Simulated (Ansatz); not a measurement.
A run on BF2I (`FB(F)I`) with other settings.

```yaml
crystal:
  periodic: [false, false, false]
  atoms:
    - {symbol: F, position_ang: [0.293025, -1.393785, 0.188164]}
    - {symbol: B, position_ang: [-0.097327, -0.148023, 0.091297]}
    - {symbol: F, position_ang: [-1.231547, 0.208405, 0.639191]}
    - {symbol: I, position_ang: [1.091349, 1.273103, -0.938952]}
basis:
  gaussian: {orbitals: def2-mTZVP}
magnetization: {spin_polarized: true, initial_magnetization: 0}
hamiltonian: {xc: {name: HSE06}}
accuracy: high
scf: {lower_state_search: light}
```

```sh
$ ansatz run in.yaml --threads 2 --pin off --events-out ev --progress --plain --max-ram 32768MiB --backend cpu
```

Output, abridged:

```
Functional definition: HSE06
1726 factors; integrals over basis functions are off by at most 1.9e-8 eV
103 factors; integrals over basis functions are off by at most 1.1e-9 eV
mean field evaluation 1: about -14206.8911 eV, gradient 2.7e1 eV
mean field evaluation 2: about -14204.1689 eV, gradient 4.1e1 eV
mean field evaluation 4: about -14208.7971 eV, gradient 6.4e-1 eV
mean field evaluation 8: about -14208.9157 eV, gradient 6.5e-2 eV
mean field evaluation 16: about -14208.9158 eV, gradient 8.3e-6 eV
mean field -14208.91576647 eV, -522.1680232687 hartree, gradient 1.1e-8 eV, S^2 0.000000; 0 other end points of the search recorded, 0 dependent functions left out
reference -14208.91576949 eV, -522.1680233796 hartree; 24, 24 occupied and 69, 69 virtual orbitals, 1726 factors
Total energy: -14208.91576949 eV, -522.1680233796 hartree
```

It took 28 s on 2 threads of a server CPU on a shared host, with 0.45 GiB of host memory at the peak.
